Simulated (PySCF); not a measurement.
Ligands exchanged one at a time, B I-H. Isolated molecules, 0 K electronic values unless said otherwise. Strings in code marks are SMILES.

The T1 excitation (TDA) from two functionals at the same geometries (CAM-B3LYP-D3(BJ)/def2-TZVP), both in PySCF: PBE-D3(BJ)/def2-TZVP and CAM-B3LYP-D3(BJ)/def2-TZVP. Excitations are Tamm–Dancoff values on a coarser integration grid. The basis has no diffuse functions, so Rydberg states are missing or too high.

```
species                            CAM-B3LYP-D3(BJ)/def2-TZVP (eV)
---------------------------------  -------------------------------
0 of 3 I replaced by H (`IB(I)I`)                             3.68
1 of 3 I replaced by H (`IBI`)                                3.94
2 of 3 I replaced by H (`IB`)                                 3.79
```

**Question.** What does PBE-D3(BJ)/def2-TZVP give for each?

**Answer.** 
- 0 of 3 I replaced by H (`IB(I)I`): 2.95
- 1 of 3 I replaced by H (`IBI`): 3.26
- 2 of 3 I replaced by H (`IB`): 3.17
Over these rows, drawn at random from the members with no instability flagged (it was tested for open shells, ions and some series alone), PBE minus CAM-B3LYP-D3(BJ): mean -0.68 eV, from -0.73 eV to -0.62 eV.
